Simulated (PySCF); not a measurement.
C3H6O3, charge +1, doublet, at a GFN2-xTB geometry (a state made from the parent by changing its charge; the spin is typed, not shown lowest). Base run: PySCF with PBE0/6-31G.

Input for PySCF:
```python
from pyscf import gto, scf, dft

mol = gto.M(
    atom='''
C     2.33990285    0.02941708    0.04714786
O     1.11216933   -0.60569714    0.10534414
C    -0.00671483    0.13926615   -0.00330296
O    -0.06143046    1.31624464   -0.13731416
O    -1.05132865   -0.71099533    0.06388082
C    -2.33179129   -0.19795586   -0.04238490
H     2.26312278    1.10441969    0.25431416
H     3.01653692   -0.51791034    0.72250398
H     2.79796641   -0.10367022   -0.95399900
H    -2.97741663   -0.80963811    0.60763019
H    -2.73616648   -0.37301836   -1.06006036
H    -2.36770519    0.87903572    0.16556459
''',
    basis='6-31g',
    charge=1,
    spin=1,
    verbose=4,
)

mf = dft.UKS(mol)
mf.xc = 'pbe0'
mf.kernel()
mo_i, mo_e, stable_i, stable_e = mf.stability(internal=True, external=False, return_status=True, nroots=6, tol=1e-6)
print('internally stable:', stable_i, ' externally stable:', stable_e)
if not stable_i:
    umf = mf.copy()
    umf.scf_summary = {}
    umf.kernel(umf.make_rdm1(mo_i, mf.mo_occ))
```

The bond that is stretched is that between atoms 8 and 1. A test that says stable can miss a lower solution.

Variants of this job, named by their change:

```tsv
change	ΔE vs base (mEh)	<S^2>	stability test says
base	0.000	0.766	internally stable (external not tested)
bond × 1.25	28.068	0.765	internally stable (external not tested)
bond × 1.5	70.449	0.770	internally stable (external not tested)
bond × 1.8	107.0	0.813	internally stable (external not tested)
bond × 2.2	128.6	0.793	internally stable (external not tested)
bond × 3.0	142.2	0.831	internally stable (external not tested)
```

On stretching, the SCF can end on different states; <S^2> shows the spin contamination of each.
